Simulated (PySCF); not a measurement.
Start geometry of `CO[SiH]1CC=CC1` from GFN2-xTB (Å):
```
atom  x, y, z in Å
C1     2.6546    0.6974   -0.9204
O2     1.5479   -0.1530   -0.7758
Si3    0.4781   -0.2318    0.4517
C4    -0.8245    1.1149    0.5315
C5    -2.1296    0.3298    0.3219
C6    -2.0596   -0.9579    0.0993
C7    -0.7045   -1.6286    0.0481
H8     2.3087    1.7626   -1.0121
H9     3.1637    0.4506   -1.8158
H10    3.3107    0.6451   -0.0627
H11    1.1885   -0.3557    1.7562
H12   -0.7614    1.8728   -0.2394
H13   -0.9328    1.6634    1.4720
H14   -3.0844    0.8703    0.3827
H15   -2.9408   -1.5803   -0.0575
H16   -0.6798   -2.4340    0.7704
H17   -0.5514   -2.0538   -0.9397
```

Q: What comes out of this run: PySCF, PBE0-D3(BJ)/def2-SVP geometry optimisation, gas phase?

A: 
```
atom  x, y, z in Å
C1     2.427    1.072   -0.979
O2     1.440    0.088   -0.879
Si3    0.461   -0.138    0.453
C4    -0.895    1.174    0.627
C5    -2.134    0.395    0.267
C6    -2.037   -0.922    0.027
C7    -0.690   -1.591    0.118
H8     1.995    2.088   -1.058
H9     3.024    0.890   -1.886
H10    3.116    1.065   -0.113
H11    1.334   -0.258    1.665
H12   -0.741    2.034   -0.048
H13   -0.963    1.595    1.646
H14   -3.102    0.906    0.204
H15   -2.923   -1.511   -0.234
H16   -0.666   -2.358    0.912
H17   -0.419   -2.108   -0.819
```

The energy falls by 20.8 kJ/mol over 13 energy and gradient evaluations, the largest force component goes from 0.0415 to 3.6e-04 Eh/bohr, and the atoms move by 0.167 Å rms after alignment. The bond that changes most is C1–H9 (methoxy carbon to methyl hydrogen), which lengthens by 0.042 Å. Bonds longer at the end by more than 0.005 Å: 12 of 17; shorter: 4. Among the angles that change most is C5–C4–H13, from 106.8° to 111.5°. Among the dihedrals that turn most is H11–Si3–C7–H17, from -129° to -114°. Rotational constants go from 4758, 1463, 1252 to 4428, 1501, 1287 MHz. The orientation of the end geometry is arbitrary; only internal coordinates are fixed.

The run used 152 basis functions and 79 SCF cycles in all. Hardware: one thread, Arm Neoverse V2 (aarch64), shared host with 96 logical CPUs at a one-minute load of 51. Cost: 2.2 min wall, 0.62 GiB resident at most.

No PBE0-D3(BJ)/def2-SVP frequencies stand behind this structure, so it isn't proved a minimum. One conformer, not necessarily the lowest.
